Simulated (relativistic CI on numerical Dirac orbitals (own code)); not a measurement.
**Line list: Electric-dipole lines, Nd³⁵⁺**

Computed by Dirac-Coulomb-Breit CI, separate exchange-only KLI orbitals for each configuration, model QED, unscaled Slater integrals (own radial code, finite nucleus).

Configuration list (outside the closed core [Ne]): 3s2 3p6 3d7, 3s2 3p5 3d8, 3s2 3p4 3d9, 3s 3p6 3d8, 3p6 3d9, 3s 3p5 3d9, 3s2 3p6 3d6 4s, 3s2 3p6 3d6 4p, 3s2 3p6 3d6 4d, 3s2 3p4 3d8 4s, 3s2 3p4 3d8 4p, 3s2 3p5 3d7 4s, 3s2 3p6 3d6 4f, 3s2 3p4 3d8 4d, 3s 3p5 3d8 4s, 3s2 3p5 3d7 4p, 3s 3p5 3d8 4p, 3s2 3p6 3d5 4s2, 3s2 3p5 3d7 4d, 3s 3p6 3d7 4s, 3s 3p5 3d8 4d, 3s2 3p6 3d5 4s 4p, 3p6 3d8 4s, 3s2 3p6 3d6 5s, 3s2 3p5 3d7 4f, 3s2 3p6 3d5 4p2, 3s 3p6 3d7 4p, 3p6 3d8 4p, 3s2 3p6 3d6 5p, 3s2 3p6 3d6 5d, 3s2 3p5 3d6 4s2, 3p6 3d8 4d, 3s2 3p6 3d6 5f, 3s 3p6 3d6 4s2, 3s2 3p6 3d6 6s, 3s2 3p5 3d7 5s. Levels of other configurations are missing.

```tsv
λ vac (nm)	Lower	Upper	A (s⁻¹)	log gf	S velocity/length
1.1639	3s2 3p6 3d7 4F_9/2 [1]	3s2 3p6 3d6 4p 4D°_7/2 [217]	2.46e+12	-0.40	0.99
1.1663	3s2 3p6 3d7 2G_9/2 [5]	3s2 3p6 3d6 4p 2G°_9/2 [265]	2.42e+12	-0.31	0.97
1.1675	3s2 3p6 3d7 4F_9/2 [1]	3s2 3p6 3d6 4p 4F°_9/2 [213]	2.51e+12	-0.29	0.98
1.1691	3s2 3p6 3d7 2H_11/2 [9]	3s2 3p6 3d6 4p 2H°_11/2 [270]	4.18e+12	0.01	0.97
1.1757	3s2 3p6 3d7 4F_9/2 [1]	3s2 3p6 3d6 4p 4G°_11/2 [207]	2.52e+12	-0.20	0.95
3.0910	3s2 3p6 3d7 2H_9/2 [16]	3s2 3p5 3d8 2F°_7/2 [61]	1.67e+12	0.28	0.90
3.1273	3s2 3p6 3d7 2G_9/2 [5]	3s2 3p5 3d8 2G°_9/2 [51]	4.37e+11	-0.19	0.94
3.1467	3s2 3p6 3d7 2F_7/2 [17]	3s2 3p5 3d8 2D°_5/2 [60]	1.34e+12	0.08	0.90
3.1643	3s2 3p6 3d7 4F_7/2 [4]	3s2 3p5 3d8 4D°_7/2 [49]	4.74e+11	-0.24	0.93
3.1652	3s2 3p6 3d7 2G_7/2 [10]	3s2 3p5 3d8 2D°_5/2 [54]	1.25e+12	0.05	0.90
3.1771	3s2 3p6 3d7 2H_11/2 [9]	3s2 3p5 3d8 2G°_9/2 [51]	1.80e+12	0.44	0.89
3.2172	3s2 3p6 3d7 2G_9/2 [5]	3s2 3p5 3d8 4D°_7/2 [49]	7.39e+11	-0.04	0.90
3.2198	3s2 3p5 3d8 2H°_11/2 [35]	3s2 3p4 3d9 2G_9/2 [93]	1.66e+12	0.41	0.68
3.2346	3s2 3p6 3d7 4P_5/2 [7]	3s2 3p5 3d8 4D°_7/2 [49]	5.18e+11	-0.19	0.98
3.2560	3s2 3p6 3d7 2H_9/2 [16]	3s2 3p5 3d8 2H°_9/2 [57]	6.41e+11	0.01	0.93
4.0112	3s2 3p6 3d7 4F_9/2 [1]	3s2 3p5 3d8 4D°_7/2 [27]	9.53e+11	0.26	0.89
4.0191	3s2 3p6 3d7 2G_9/2 [5]	3s2 3p5 3d8 2F°_7/2 [40]	7.59e+11	0.17	0.87
4.0323	3s2 3p6 3d7 4F_7/2 [4]	3s2 3p5 3d8 4D°_5/2 [37]	6.46e+11	-0.02	0.90
4.0650	3s2 3p5 3d8 4G°_11/2 [20]	3s2 3p4 3d9 4F_9/2 [69]	5.29e+11	0.12	0.66
4.0684	3s2 3p6 3d7 4P_5/2 [7]	3s2 3p5 3d8 4D°_3/2 [38]	8.51e+11	-0.07	0.92
4.0985	3s2 3p6 3d7 2D_5/2 [3]	3s2 3p5 3d8 2P°_3/2 [30]	7.18e+11	-0.14	0.91
4.1164	3s2 3p6 3d7 2H_11/2 [9]	3s2 3p5 3d8 2G°_9/2 [39]	6.02e+11	0.18	0.86
4.1618	3s2 3p6 3d7 2D_5/2 [3]	3s2 3p5 3d8 2D°_5/2 [28]	4.51e+11	-0.15	0.94
4.1753	3s2 3p6 3d7 2H_9/2 [16]	3s2 3p5 3d8 2G°_7/2 [45]	4.61e+11	-0.02	0.85
4.2246	3s2 3p5 3d8 2G°_9/2 [39]	3s2 3p4 3d9 4F_7/2 [87]	9.40e+11	0.30	0.63
4.2323	3s2 3p6 3d7 4F_9/2 [1]	3s2 3p5 3d8 4F°_9/2 [23]	5.58e+11	0.18	0.93
4.2434	3s2 3p5 3d8 4G°_11/2 [20]	3s 3p6 3d8 4F_9/2 [66]	4.74e+11	0.11	0.64
4.2600	3s2 3p6 3d7 2H_11/2 [9]	3s2 3p5 3d8 2H°_11/2 [35]	2.64e+11	-0.06	0.90
4.2805	3s2 3p6 3d7 4F_7/2 [4]	3s2 3p5 3d8 4D°_7/2 [29]	2.37e+11	-0.28	0.92
4.3073	3s2 3p6 3d7 2G_7/2 [10]	3s2 3p5 3d8 2G°_7/2 [36]	4.31e+11	-0.02	0.92
```

Terms are leading LS components. Brackets give the number of a level in order of energy, since labels repeat. The list gives strong lines, with weight on those to low levels, among the lowest 400 of 9866 levels, so that lines to higher ones, which can be the strongest, are missing. Levels whose partners in the same complex of configurations lie outside the list can be far off, and so can their lines. Rates are taken at the computed energies, electric ones in the length gauge. A velocity-to-length ratio far from 1 marks an uncertain rate.

At this charge energies of transitions that change n are usually good to better than 1 %, and those within a shell (Δn = 0) to a few per cent. Terms inside the open d or f shell come out 10 to 20 % too wide with unscaled integrals.

LS names give the leading component of a level, which can be under half, so a name can repeat, a term be missing and a line seem to break the LS rules.
